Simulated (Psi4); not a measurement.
hydrogen atom (H), doublet; Psi4 with OMP2/aug-cc-pVDZ.

Input for Psi4:
```
memory 2 GB

molecule mol {
0 2
  H     0.000000    0.000000    0.000000
}

set basis aug-cc-pvdz
set reference uhf

energy('omp2')
print_variables()
```

What the program printed (banner, timings and long lists left out):

```
    For method 'OMP2', SCF Algorithm Type (re)set to DISK_DF.

   => Loading Basis Set <=

    Name: AUG-CC-PVDZ
    Role: ORBITAL
    Keyword: BASIS

         ---------------------------------------------------------
                                   SCF
               by Justin Turney, Rob Parrish, Andy Simmonett
                          and Daniel G. A. Smith
                              UHF Reference
         ---------------------------------------------------------

  ==> Geometry <==

    Molecular point group: d2h
    Geometry (in Angstrom), charge = 0, multiplicity = 2:

       Center              X                  Y                   Z               Mass
    ------------   -----------------  -----------------  -----------------  -----------------
         H            0.000000000000     0.000000000000     0.000000000000     1.007825032230

  Running in d2h symmetry.

  Rotational constants: A = ************  B = ************  C = ************ [cm^-1]
  Rotational constants: A = ************  B = ************  C = ************ [MHz]
  Nuclear repulsion =    0.000000000000000

  Charge       = 0
  Multiplicity = 2
  Electrons    = 1
  Nalpha       = 1
  Nbeta        = 0

  ==> Algorithm <==

  SCF Algorithm Type is DISK_DF.
  DIIS enabled.
  MOM disabled.
  Fractional occupation disabled.
  Guess Type is CORE.
  Energy threshold   = 1.00e-08
  Density threshold  = 1.00e-08
  Integral threshold = 1.00e-12

  ==> Primary Basis <==

  Basis Set: AUG-CC-PVDZ
    Blend: AUG-CC-PVDZ
    Number of shells: 5
    Number of basis functions: 9
    Number of Cartesian functions: 9
    Spherical Harmonics?: true
    Max angular momentum: 1

   => Loading Basis Set <=

    Name: (AUG-CC-PVDZ AUX)
    Role: JKFIT
    Keyword: DF_BASIS_SCF

  ==> Integral Setup <==

  ==> DiskDFJK: Density-Fitted J/K Matrices <==

    J tasked:                  Yes
    K tasked:                  Yes
    wK tasked:                  No
    Integrals threads:           1
    Algorithm:                Core
    Integral Cache:           SAVE
    Schwarz Cutoff:          1E-12
    Fitting Condition:       1E-10

   => Auxiliary Basis Set <=

  Basis Set: (AUG-CC-PVDZ AUX)
    Blend: AUG-CC-PVDZ-JKFIT
    Number of shells: 12
    Number of basis functions: 32
    Number of Cartesian functions: 35
    Spherical Harmonics?: true
    Max angular momentum: 2

  Minimum eigenvalue in the overlap matrix is 1.5546690252E-01.
[...]
  @DF-UHF Final Energy:    -0.49933431543959
    Total Energy =                         -0.4993343154395850
  DIE_IF_NOT_CONVERGED          => (empty)
[...]
	For this residual convergence, default PCG convergence is:     1.00e-07
	For this energy convergence, default RMS orbital gradient is:     3.16e-07
	For this energy convergence, default MAX orbital gradient is:     2.00e-06

 ==============================================================================
 ==============================================================================
 ==============================================================================

                      DF-OMP2 (DF-OO-MP2)
              Program Written by Ugur Bozkaya
              Latest Revision September 9, 2017

 ==============================================================================
 ==============================================================================
 ==============================================================================

	MO Hessian type is changed to 'APPROX_DIAG'

Traceback (most recent call last):
  File "psi4", line 375, in <module>
  File "<string>", line 22, in <module>
  File "site-packages/psi4/driver/driver.py", line 533, in energy
  File "site-packages/psi4/driver/procrouting/proc.py", line 266, in select_omp2
  File "site-packages/psi4/driver/procrouting/proc.py", line 2334, in run_dfocc

RuntimeError:
Fatal Error: There are no occupied orbitals with beta spin.
The most recent 5 function calls were:

psi::PsiException::PsiException(std::__cxx11::basic_string<char, std::char_traits<char>, std::allocator<char> >, char const*, int)

Printing out the relevant lines from the Psithon --> Python processed input file:
      H     0.000000    0.000000    0.000000
    ""","mol")
    core.IO.set_default_namespace("mol")
    core.set_global_option("BASIS", "aug-cc-pvdz")
    core.set_global_option("REFERENCE", "uhf")
--> energy('omp2')
    print_variables()

!----------------------------------------------------------------------------------!
!                                                                                  !
! Fatal Error: There are no occupied orbitals with beta spin.                      !
! The most recent 5 function calls were:                                           !
! psi::PsiException::PsiException(std::__cxx11::basic_string<char,                 !
!     std::char_traits<char>, std::allocator<char> >, char const*, int)            !
!                                                                                  !
!----------------------------------------------------------------------------------!
```

The program stopped with an error.
